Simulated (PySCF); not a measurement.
4-chlorobut-1-ene (C4H7Cl), SMILES C=CCCCl. Atoms are numbered in the order given.

```xyz
12

C     -2.9193     0.2457    -0.1162
C     -1.8141    -0.3861    -0.5131
C     -0.4451     0.2191    -0.5498
C      0.4958    -0.4790     0.4177
Cl     2.1501     0.1933     0.3243
H     -3.8918    -0.2534    -0.1088
H     -2.8929     1.2910     0.2089
H     -1.8878    -1.4347    -0.8305
H     -0.0210     0.1376    -1.5654
H     -0.4896     1.2917    -0.3046
H      0.5733    -1.5540     0.1996
H      0.1548    -0.3625     1.4557
```
Charge 0, spin multiplicity 1.

Geometry optimised at PBE0-D3(BJ)/def2-SVP. Other conformers were not sampled.

Calculation: B3LYP/pcSseg-1 (PySCF).

GIAO shieldings, no solvent; atoms listed in one row are averaged. δ = σ(ref) − σ: ¹³C against TMS (σ = 181.3 ppm); ³⁵Cl against HCl (σ = 933.3 ppm); ¹H against TMS (σ = 31.68 ppm), references at their B3LYP-D3(BJ)/def2-TZVP geometries, non-relativistic (without spin–orbit terms, shifts of atoms bonded to Cl or Br come out too high).

```csv
nucleus,atoms,count,δ (ppm)
¹³C,C2,1,146.1
¹³C,C1,1,127.8
¹³C,C4,1,52.1
¹³C,C3,1,46.6
³⁵Cl,Cl5,1,103.6
¹H,H8,1,6.06
¹H,H7,1,5.68
¹H,H6,1,5.54
¹H,H11,1,3.56
¹H,H12,1,3.39
¹H,H9,1,2.71
¹H,H10,1,2.49
```
